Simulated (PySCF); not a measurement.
## Steps of a relaxation of Pb2(OH)4

Pb2(OH)4 (singlet; a saddle point, relaxed within its symmetry). PySCF 2.14.0, RKS PBE0, Pb def2-SVP with ECP60, O def2-SVP, H def2-SVP; non-relativistic Hamiltonian with scalar-relativistic core potentials where named; density fitting; no spin-orbit coupling. Origin of the start: displaced along the imaginary mode. Columns: position (Å) and force (eV/Å). Energies are counted from the last step; some of the 32 steps are shown. Forces carry noise of the integration grid, about 0.01 to 0.03 eV/Å.

Run from Python with OMP_NUM_THREADS=2. Where DIIS fails, smearing, a level shift and second-order steps follow.
It took 4.2 min on 2 threads of Arm Neoverse V1 (shared host), from the converged density of the start.

```xyz
10
step 0  E = 1.436 eV
Pb   -0.1344   -0.0093    1.9681     0.02   -0.15   -0.05
Pb   -0.1344   -0.0093   -1.9681     0.02   -0.15    0.05
O     0.9938   -0.0949    0.0000     0.36   -0.18    0.00
H     1.9575   -0.2220    0.0000    -0.42    0.04    0.00
O    -1.4947    0.1538    0.0000    -0.14    0.23    0.00
H    -2.4590    0.2500    0.0000     0.25    0.00    0.00
O     1.8465    0.0765    2.8143     0.44    0.18   -0.30
H     2.6618    0.2247    2.3003    -0.49   -0.07    0.28
O     1.8465    0.0765   -2.8143     0.44    0.18    0.30
H     2.6618    0.2247   -2.3003    -0.49   -0.07   -0.28
```

```xyz
10
step 10  E = 0.195 eV
Pb   -0.1005   -0.6278    1.8152     0.19    0.29   -0.06
Pb   -0.1005   -0.6278   -1.8152     0.19    0.29    0.06
O     1.0826   -1.4108    0.0000     0.28    0.24    0.00
H     1.9825   -1.0365    0.0000    -0.33   -0.26    0.00
O    -0.7941    0.6926    0.0000     0.11   -0.44    0.00
H    -1.7457    0.8596    0.0000     0.03    0.12    0.00
O     1.5059    0.5450    2.5522     0.20   -0.01   -0.27
H     2.2046    0.8656    1.9569    -0.44   -0.11    0.17
O     1.5059    0.5450   -2.5522     0.20   -0.01    0.27
H     2.2046    0.8656   -1.9569    -0.44   -0.11   -0.17
```

```xyz
10
step 21  E = 0.012 eV
Pb   -0.0014   -0.6437    1.8544    -0.01    0.01    0.03
Pb   -0.0014   -0.6437   -1.8544    -0.01    0.01   -0.03
O     0.9608   -1.5885    0.0000     0.02   -0.05    0.00
H     1.9265   -1.5517    0.0000     0.01    0.02    0.00
O    -0.7988    0.4425    0.0000     0.06   -0.06    0.00
H    -1.5103    1.0895    0.0000    -0.08    0.08    0.00
O     1.6241    0.6529    2.2321     0.03   -0.03    0.05
H     1.9607    1.1302    1.4662    -0.02    0.03   -0.06
O     1.6241    0.6529   -2.2321     0.03   -0.03   -0.05
H     1.9607    1.1302   -1.4662    -0.02    0.03    0.06
```

**Question.** Where does the relaxation end?

**Answer.** It converges at step 31 in Cs:
```xyz
10
step 31  E = 0
Pb    0.0252   -0.6296    1.8526
Pb    0.0252   -0.6296   -1.8526
O     0.9306   -1.6399    0.0000
H     1.8916   -1.5267    0.0000
O    -0.8513    0.3972    0.0000
H    -1.5050    1.1055    0.0000
O     1.6901    0.6619    2.0561
H     1.9245    1.1349    1.2491
O     1.6901    0.6619   -2.0561
H     1.9245    1.1349   -1.2491
```

**Question.** How did the contacts change?

**Answer.** 
```json
{"contact": "Pb1–O3 (OH)", "start (Å)": "2.270", "end (Å)": "2.296"}
{"contact": "Pb1–O5 (OH)", "start (Å)": "2.398", "end (Å)": "2.292"}
{"contact": "Pb1–O7 (OH)", "start (Å)": "2.156", "end (Å)": "2.117"}
{"contact": "Pb2–O9 (OH)", "start (Å)": "2.156", "end (Å)": "2.117"}
```
